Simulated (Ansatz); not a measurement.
One change: `C[SiH](F)Br` becomes `BO[SiH](C)F`.

Ansatz, PBE0-D4/def2-TZVP geometries, multiplicity 1. Each molecule was computed in one conformer, which needn't be the lowest.

Scalar relativity is left out up to krypton.

```
                            property  `C[SiH](F)Br`
 HOMO–LUMO gap (PBE/def2-TZVPP) / eV           6.80
 LUMO energy (B3LYP/def2-TZVPP) / eV           0.28
 HOMO energy (B3LYP/def2-TZVPP) / eV          -8.24
   HOMO energy (PBE/def2-TZVPP) / eV          -7.20
HOMO–LUMO gap (PBE0/def2-TZVPP) / eV           9.00
  LUMO energy (PBE0/def2-TZVPP) / eV           0.50
```

What does the change do to each property? (Best estimate.)

The calculation gave: 
| property | `BO[SiH](C)F` | shift |
| --- | --- | --- |
| HOMO–LUMO gap (PBE/def2-TZVPP) / eV | 5.31 | -1.49 |
| LUMO energy (B3LYP/def2-TZVPP) / eV | -0.98 | -1.26 |
| HOMO energy (B3LYP/def2-TZVPP) / eV | -8.36 | -0.12 |
| HOMO energy (PBE/def2-TZVPP) / eV | -7.06 | 0.14 |
| HOMO–LUMO gap (PBE0/def2-TZVPP) / eV | 7.82 | -1.18 |
| LUMO energy (PBE0/def2-TZVPP) / eV | -0.72 | -1.22 |

B3LYP here is the variant with VWN-RPA as its local correlation; programs differ in this.

Spin–orbit coupling is left out; it splits and shifts lone-pair levels of the heavy atoms by tenths of an eV.
